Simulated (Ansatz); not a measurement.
Nudged elastic band run: ClF3GeH3Si

Input file:

```yaml
crystal:
  periodic: [false, false, false]
  atoms:
    - { symbol: Ge, position_ang: [0.000385, 2.0e-06, -0.819616] }
    - { symbol: Cl, position_ang: [0.000157, 5.0e-06, 1.270965] }
    - { symbol: F, position_ang: [1.569167, 0.000117, -1.432506] }
    - { symbol: F, position_ang: [-0.784009, 1.358493, -1.432752] }
    - { symbol: F, position_ang: [-0.783808, -1.358608, -1.432748] }
    - { symbol: Si, position_ang: [-8.5e-05, -4.0e-06, 6.08644] }
    - { symbol: H, position_ang: [-0.762132, -1.18662, 6.538106] }
    - { symbol: H, position_ang: [1.408604, -0.066658, 6.538024] }
    - { symbol: H, position_ang: [-0.64668, 1.253274, 6.538089] }
magnetization:
  spin_polarized: true
  initial_magnetization: 1
basis:
  gaussian: { orbitals: def2-SVP }
hamiltonian:
  xc: hf
neb:
  order_check: false
  images: 7
  f_tol: 0.05
  max_iterations: 60
  final_atoms:
    - { symbol: Ge, position_ang: [0.00046121, -8.1e-07, -0.63171767] }
    - { symbol: Cl, position_ang: [-0.00038553, -1.06e-06, 3.33037933] }
    - { symbol: F, position_ang: [1.57073317, 6.429e-05, -1.29314439] }
    - { symbol: F, position_ang: [-0.7846306, 1.35980321, -1.29338272] }
    - { symbol: F, position_ang: [-0.78452005, -1.35986479, -1.29338889] }
    - { symbol: Si, position_ang: [-6.655e-05, -1.9e-07, 5.41438533] }
    - { symbol: H, position_ang: [-0.75593668, -1.1771922, 5.87373716] }
    - { symbol: H, position_ang: [1.39744987, -0.06606639, 5.87341436] }
    - { symbol: H, position_ang: [-0.64150584, 1.24325894, 5.87371948] }
  initial_path:
    images:
      - { positions_ang: [[0.000385, 2.0e-06, -0.819616], [0.000157, 5.0e-06, 1.270965], [1.569167, 0.000117, -1.432506], [-0.784009, 1.358493, -1.432752], [-0.783808, -1.358608, -1.432748], [-8.5e-05, -4.0e-06, 6.08644], [-0.762132, -1.18662, 6.538106], [1.408604, -0.066658, 6.538024], [-0.64668, 1.253274, 6.538089]] }
      - { positions_ang: [[0.00028804, 1.6e-06, -0.61471194], [0.00011773, 3.78e-06, 1.57072381], [1.57292439, 8.875e-05, -1.21422989], [-0.78583338, 1.36159443, -1.21441368], [-0.7856811, -1.36168132, -1.21441076], [-6.309e-05, -3.05e-06, 5.78983006], [-0.75749756, -1.17949047, 6.25042973], [1.40012884, -0.0662178, 6.25036767], [-0.64278488, 1.24570509, 6.25041702]] }
      - { positions_ang: [[0.00019109, 1.2e-06, -0.40980789], [7.847e-05, 2.55e-06, 1.87048261], [1.57668177, 6.05e-05, -0.99595377], [-0.78765775, 1.36469585, -0.99607536], [-0.7875542, -1.36475465, -0.99607353], [-4.117e-05, -2.09e-06, 5.49322011], [-0.75286311, -1.17236095, 5.96275346], [1.39165367, -0.06577759, 5.96271134], [-0.63888976, 1.23813618, 5.96274504]] }
      - { positions_ang: [[9.413e-05, 8.0e-07, -0.20490383], [3.92e-05, 1.33e-06, 2.17024142], [1.58043916, 3.225e-05, -0.77767766], [-0.78948213, 1.36779728, -0.77773705], [-0.7894273, -1.36782797, -0.77773629], [-1.926e-05, -1.14e-06, 5.19661017], [-0.74822867, -1.16523142, 5.67507719], [1.38317851, -0.06533739, 5.67505501], [-0.63499464, 1.23056726, 5.67507306]] }
      - { positions_ang: [[-2.83e-06, 4.0e-07, 2.2e-07], [-6.0e-08, 1.1e-07, 2.47000022], [1.58419655, 3.99e-06, -0.55940155], [-0.7913065, 1.37089871, -0.55939873], [-0.7913004, -1.37090129, -0.55939906], [2.65e-06, -1.9e-07, 4.90000022], [-0.74359423, -1.1581019, 5.38740091], [1.37470334, -0.06489719, 5.38739868], [-0.63109952, 1.22299835, 5.38740108]] }
      - { positions_ang: [[0.00011318, 1.0e-07, -0.15792925], [-9.643e-05, -1.9e-07, 2.685095], [1.5808307, 1.907e-05, -0.74283726], [-0.78963753, 1.36812483, -0.74289473], [-0.78960531, -1.36814217, -0.74289652], [-1.465e-05, -1.9e-07, 5.0285965], [-0.74667984, -1.16287448, 5.50898498], [1.38038997, -0.06518949, 5.5089026], [-0.6337011, 1.2280635, 5.50898068]] }
      - { positions_ang: [[0.00022919, -2.0e-07, -0.31585872], [-0.0001928, -4.8e-07, 2.90018978], [1.57746486, 3.414e-05, -0.92627297], [-0.78796855, 1.36535096, -0.92639072], [-0.78791023, -1.36538304, -0.92639397], [-3.195e-05, -1.9e-07, 5.15719278], [-0.74976545, -1.16764705, 5.63056904], [1.38607661, -0.06548179, 5.63040652], [-0.63630268, 1.23312865, 5.63056028]] }
      - { positions_ang: [[0.0003452, -5.0e-07, -0.47378819], [-0.00028916, -7.7e-07, 3.11528455], [1.57409902, 4.921e-05, -1.10970868], [-0.78629958, 1.36257708, -1.10988672], [-0.78621514, -1.36262391, -1.10989143], [-4.925e-05, -1.9e-07, 5.28578906], [-0.75285107, -1.17241963, 5.7521531], [1.39176324, -0.06577409, 5.75191044], [-0.63890426, 1.2381938, 5.75213988]] }
      - { positions_ang: [[0.00046121, -8.1e-07, -0.63171767], [-0.00038553, -1.06e-06, 3.33037933], [1.57073317, 6.429e-05, -1.29314439], [-0.7846306, 1.35980321, -1.29338272], [-0.78452005, -1.35986479, -1.29338889], [-6.655e-05, -1.9e-07, 5.41438533], [-0.75593668, -1.1771922, 5.87373716], [1.39744987, -0.06606639, 5.87341436], [-0.64150584, 1.24325894, 5.87371948]] }
```

Run as:

```bash
$ ansatz run input.yaml --threads 4 --pin off --max-ram 5120MiB --backend cpu --events-out ev --progress --plain --runs-dir out
```

Output, in part (warnings, iteration lines, the closing report on the highest movable image, with atoms numbered from 0):

```
NEB end point (image 0): max|allowed force component| = 3.378e-3 eV/Å (the criterion of neb.relax_end_points is 1.000e-2)
NEB end point (image 8): max|allowed force component| = 2.186e-2 eV/Å (the criterion of neb.relax_end_points is 1.000e-2)
NEB iter   1: max|band force component| = 3.392e0 eV/Å  barrier→ = 1.1108 eV  barrier← = 1.5409 eV  Δτ_max = 0.2000 Å  (413 SCF iters)
NEB iter   2: max|band force component| = 1.640e0 eV/Å  barrier→ = 1.3050 eV  barrier← = 1.7351 eV  Δτ_max = 0.1987 Å  (278 SCF iters)
NEB iter   3: max|band force component| = 2.173e0 eV/Å  barrier→ = 0.8434 eV  barrier← = 1.2736 eV  Δτ_max = 0.0986 Å  (279 SCF iters)
NEB iter   4: max|band force component| = 2.914e0 eV/Å  barrier→ = 0.7052 eV  barrier← = 1.1354 eV  Δτ_max = 0.0495 Å  (262 SCF iters)
NEB iter   5: max|band force component| = 2.706e0 eV/Å  barrier→ = 0.5702 eV  barrier← = 1.0004 eV  Δτ_max = 0.0992 Å  (248 SCF iters)
NEB iter   6: max|band force component| = 3.356e0 eV/Å  barrier→ = 1.1649 eV  barrier← = 1.5951 eV  Δτ_max = 0.0494 Å  (226 SCF iters)
NEB iter   7: max|band force component| = 1.641e0 eV/Å  barrier→ = 0.6631 eV  barrier← = 1.0933 eV  Δτ_max = 0.0990 Å  (228 SCF iters)
NEB iter   8: max|band force component| = 3.376e0 eV/Å  barrier→ = 0.7133 eV  barrier← = 1.1435 eV  CI = image 5  Δτ_max = 0.1973 Å  (234 SCF iters)
NEB iter   9: max|band force component| = 1.909e0 eV/Å  barrier→ = 1.0114 eV  barrier← = 1.4415 eV  CI = image 5  Δτ_max = 0.1979 Å  (255 SCF iters)
NEB iter  10: max|band force component| = 1.788e0 eV/Å  barrier→ = 1.1306 eV  barrier← = 1.5608 eV  CI = image 5  Δτ_max = 0.0991 Å  (250 SCF iters)
NEB iter  11: max|band force component| = 2.643e0 eV/Å  barrier→ = 1.0916 eV  barrier← = 1.5218 eV  CI = image 5  Δτ_max = 0.0495 Å  (254 SCF iters)
NEB iter  12: max|band force component| = 1.620e0 eV/Å  barrier→ = 1.0966 eV  barrier← = 1.5268 eV  CI = image 5  Δτ_max = 0.0871 Å  (242 SCF iters)
NEB iter  13: max|band force component| = 8.646e-1 eV/Å  barrier→ = 1.0976 eV  barrier← = 1.5278 eV  CI = image 5  Δτ_max = 0.0145 Å  (231 SCF iters)
NEB iter  14: max|band force component| = 1.673e-1 eV/Å  barrier→ = 1.0969 eV  barrier← = 1.5270 eV  CI = image 5  Δτ_max = 0.0084 Å  (221 SCF iters)
NEB iter  15: max|band force component| = 4.085e-2 eV/Å  barrier→ = 1.0967 eV  barrier← = 1.5269 eV  CI = image 5  Δτ_max = 0.0000 Å  (520 SCF iters)
Total energy: -84985.99528006 eV, -3123.1777209656 hartree
Atom 0 at    -0.000756     0.000010     0.068138 Å, force    -0.008399     0.000052     0.008572 eV/Å
Atom 1 at    -0.010577     0.000073     2.424294 Å, force     0.010899    -0.000073    -0.014992 eV/Å
Atom 2 at     1.569300     0.000515    -0.586312 Å, force    -0.008529     0.000002     0.003511 eV/Å
Atom 3 at    -0.782161     1.357073    -0.596146 Å, force     0.005211    -0.006190     0.000349 eV/Å
Atom 4 at    -0.781253    -1.357617    -0.596062 Å, force     0.005246     0.006179     0.000375 eV/Å
Atom 5 at     0.000163    -0.000003     4.978060 Å, force    -0.005201     0.000041     0.008883 eV/Å
Atom 6 at    -0.763683    -1.191902     5.391331 Å, force     0.004600     0.006601    -0.001703 eV/Å
Atom 7 at     1.417461    -0.067444     5.379897 Å, force    -0.007822     0.000371    -0.003221 eV/Å
Atom 8 at    -0.646895     1.259296     5.390802 Å, force     0.003994    -0.006983    -0.001774 eV/Å
Dipole moment:     0.000059    -0.000000     0.989856 e Å
```

The forces met the threshold. Neighbouring images differ by up to 1.3 eV, so the band resolves the path poorly. A vibrational analysis at the climbing image gives one clearly imaginary mode, 563i cm⁻¹: a first-order saddle point.

Final band (atoms are numbered from 1 in the order of the input):

| image | path coordinate (Å) | energy (eV) | Ge1–Cl2 (Å) | Cl2–Si6 (Å) |
| --- | --- | --- | --- | --- |
| 0 | 0.00 | 0.00 | 2.09 | 4.82 |
| 1 | 0.63 | 0.00 | 2.09 | 4.40 |
| 2 | 1.25 | 0.02 | 2.09 | 3.98 |
| 3 | 1.88 | 0.09 | 2.09 | 3.58 |
| 4 | 2.50 | 0.27 | 2.09 | 3.19 |
| 5 | 3.13 | 1.10 | 2.36 | 2.55 |
| 6 | 3.80 | -0.25 | 3.09 | 2.09 |
| 7 | 4.47 | -0.40 | 3.52 | 2.08 |
| 8 | 5.14 | -0.43 | 3.96 | 2.08 |

Run time: 3.1 min on 4 threads of Arm Neoverse V1, with other jobs on the host, peak memory 0.47 GiB.
